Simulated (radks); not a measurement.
Results of a calculation; reference values are marked as such.
Spherical quantum dot in the effective-mass picture: electrons in a parabolic well V = omega^2 r^2 / 2 with omega = 0.863, with a point charge +1 (a donor) at the centre, all in effective atomic units (hartree* = m*/eps^2 hartree, bohr* = eps/m* bohr), one dielectric constant everywhere. Level of theory: non-relativistic Kohn-Sham, PBE, spin-polarised, spherical densities (a radial shooting solver with Libxc functionals). Levels are named by radial order and angular momentum (1s, 1p, 1d, 2s, ...), and open shells are averaged over m. Results are scaled to m* = 0.091 and eps = 6.1, for which hartree* = 66.55 meV and bohr* = 3.547 nm.

N = 25, configuration 1s2 1p6 1d10 2s2 1f(up 5, down 0). This is the lowest configuration that the search found. Occupied levels:

| level | occupation | eigenvalue (meV) | <r> (nm) |
|---|---|---|---|
| 1s up | 1 | 692.46 | 5.460 |
| 1s down | 1 | 693.13 | 5.302 |
| 1p up | 3 | 725.54 | 8.250 |
| 1p down | 3 | 728.11 | 8.106 |
| 2s up | 1 | 745.38 | 7.962 |
| 2s down | 1 | 748.18 | 8.009 |
| 1d up | 5 | 753.58 | 9.498 |
| 1d down | 5 | 757.11 | 9.417 |
| 1f up | 5 | 784.06 | 10.39 |

Energy (meV): total 11522.6, kinetic 1338.5, external 3490.4, Hartree 7406.8, exchange-correlation -713.13.

Electron density:

| r (nm) | n(r) (e/nm^3) |
|---|---|
| 0.374 | 0.02091 |
| 1.31 | 0.01229 |
| 2.25 | 0.007442 |
| 3.19 | 0.004907 |
| 4.13 | 0.003811 |
| 5.07 | 0.003562 |
| 6.01 | 0.003717 |
| 6.95 | 0.003926 |
| 7.89 | 0.003939 |
| 8.83 | 0.003635 |
| 9.77 | 0.003024 |
| 10.7 | 0.002233 |
| 11.6 | 0.001444 |
| 12.6 | 0.0008081 |
| 13.5 | 0.0003909 |
| 14.5 | 0.0001641 |
| 15.4 | 0.00005978 |
| 16.3 | 0.00001881 |
| 17.3 | 5.116e-06 |
| 18.2 | 1.196e-06 |
